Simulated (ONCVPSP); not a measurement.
**Configuration tests for manganese (Mn) (ONCV)**

ONCVPSP 4.0.1 input, shortened (lines: element, Z, core and valence counts, functional; n l f; lmax; l rc ep ncon nbas qcut; lloc lpopt rc5 dvloc0; l nproj debl; icmod fcfact rcfact), PBE, scalar-relativistic:

```
  Mn 25.00    3    4        4      upf
    1    0    2.00
    2    0    2.00
    2    1    6.00
    3    0    2.00
    3    1    6.00
    3    2    5.00
    4    0    1.50
    2
    0    1.45    0.00    3    7    9.70
    1    1.05    0.00    4    7   11.90
    2    1.75    0.00    3    8   10.60
    4    5    1.00    0.00
    0    3    2.50
    1    1    2.10
    2    3    2.30
    3    2.50    1.05
```

Energies are relative to the spin-unpolarised reference configuration 3s2 3p6 3d5 4s1.5; without spin polarisation the order of configurations can differ from experiment.

| valence configuration | charge | ΔE all-electron (eV) | error AE − PS (meV) |
| --- | --- | --- | --- |
| 3s2 3p6 3d5 4s0 | +2 | 20.654 | +1.2 |
| 3s2 3p6 3d4 4s0 | +3 | 53.173 | +40 |

Q: What are ΔE and the potential's error for 3s2 3p6 3d5 4s2?

A: ΔE = -3.361 eV all-electron; the error (AE − PS) is +0.5 meV.

Q: What are ΔE and the potential's error for 3s2 3p6 3d5 4s1?

A: ΔE = 5.056 eV all-electron; the error (AE − PS) is -0.1 meV.
